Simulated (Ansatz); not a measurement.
Gas-phase electronic energies from Ansatz, PBE0-D4/def2-TZVP geometries. CCSD(T)/CBS adds triple-zeta CCSD(T) − MP2 to the extrapolated MP2 energy (def2 sets, frozen cores). DFT in def2-TZVPP. B3LYP here is the variant with VWN-RPA as its local correlation; programs differ in this. One conformer a species, not always the lowest.

Reaction (redistribution): `C[SiH]1SB1N` + `C=C[SiH](N)Cl` → `C[SiH]1BS1` + `C=C[Si](N)(N)Cl`

| level | ΔE (kcal/mol) | difference from CCSD(T)/CBS |
| --- | --- | --- |
| PBE-D4 | 11.8 | 3.6 |
| r2SCAN-D4 | 10.1 | 1.9 |
| PBE0-D4 | 11.0 | 2.8 |
| B3LYP-D4 | 10.5 | 2.3 |
| ωB97X-V | 9.7 | 1.5 |
| ωB97M-V | 9.3 | 1.1 |
| B2PLYP | 10.2 | 2.0 |
| PBE | 12.3 | 4.1 |
| r2SCAN | 10.3 | 2.1 |
| PBE0 | 11.5 | 3.3 |
| B3LYP | 11.4 | 3.2 |
| HF/def2-TZVPP | 9.5 | 1.3 |
| MP2/def2-TZVPP | 9.0 | 0.8 |
| SCS-MP2/def2-TZVPP | 9.0 | 0.8 |
| CCSD/def2-TZVPP | 8.8 | 0.6 |
| CCSD(T)/def2-TZVPP | 8.8 | 0.6 |
| HF/def2-QZVPP | 9.3 | 1.1 |
| MP2/def2-QZVPP | 8.6 | 0.4 |
| SCS-MP2/def2-QZVPP | 8.7 | 0.5 |
| HF/CBS(def2) | 9.3 | 1.1 |
| MP2/CBS(def2) | 8.4 | 0.2 |
| CCSD/CBS(def2) | 8.3 | 0.1 |
| CCSD(T)/CBS | 8.2 | 0 |

Largest T1 diagnostic among the species: 0.015.

The D4 term adds −0.9 kcal/mol with B3LYP and −0.5 kcal/mol with PBE0; it sums over pairs of atoms, weighted by their polarisabilities, and B3LYP, whose exchange is more repulsive, gets the larger term. From PBE to PBE0 (25 % exact exchange), in def2-TZVPP and without D4, ΔE moves by −0.9 kcal/mol.
